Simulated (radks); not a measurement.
The sulfur ion S2+, configuration [Ne] 3s2 3p2. Calculated with a radial shooting solver on a logarithmic mesh with Libxc functionals: scalar-relativistic Kohn-Sham, LDA (Slater exchange, Perdew-Zunger correlation), spin-polarised, spherical densities, point nucleus; open shells are filled with parallel spins first.

Local quantities along the radius. ELF = 1/(1 + alpha^2) is the electron localisation function; alpha = (tau - tau_W)/tau_unif compares the Pauli kinetic energy density with that of the uniform gas (summed over spins). tau is taken from the large components.

r (bohr)	ELF	alpha
0.003135	1.000	0.01022
0.004018	1.000	0.01047
0.005149	1.000	0.01088
0.006651	1.000	0.01152
0.008523	1.000	0.01242
0.01092	1.000	0.01374
0.014	1.000	0.01567
0.01793	1.000	0.01860
0.02298	0.999	0.02320
0.02969	0.999	0.03120
0.03804	0.998	0.04516
0.04875	0.995	0.07248
0.06247	0.983	0.1317
0.08006	0.930	0.2745
0.1026	0.713	0.6339
0.1325	0.341	1.392
0.1698	0.227	1.847
0.2176	0.393	1.242
0.2789	0.698	0.6579
0.3574	0.842	0.4332
0.4579	0.860	0.4033
0.5915	0.718	0.6262
0.758	0.232	1.817
0.9714	0.117	2.742
1.245	0.574	0.8610
1.595	0.877	0.3739
2.061	0.857	0.4077
2.641	0.660	0.7178
3.384	0.229	1.835
4.336	0.019	7.095
5.557	0.000	45.13

On this mesh the ELF has minima near r = 0.17, 0.85 bohr, which separate the shells, and maxima near 0.41 (0.86), 1.8 (0.89).

Self-consistent cycle (total energy in hartree, residual of the potential): 1: -395.594048, 4e+00; 2: -396.258627, 2e+00; 3: -396.610109, 1e-01; 4: -396.610979, 6e-02; 5: -396.611223, 2e-02; 6: -396.611257, 1e-03; 7: -396.611256, 2e-04; 8: -396.611256, 1e-06; 9: -396.611256, 7e-07; 10: -396.611256, 1e-07; 11: -396.611256, 8e-09; 12: -396.611256, 4e-09; 13: -396.611256, 2e-09.
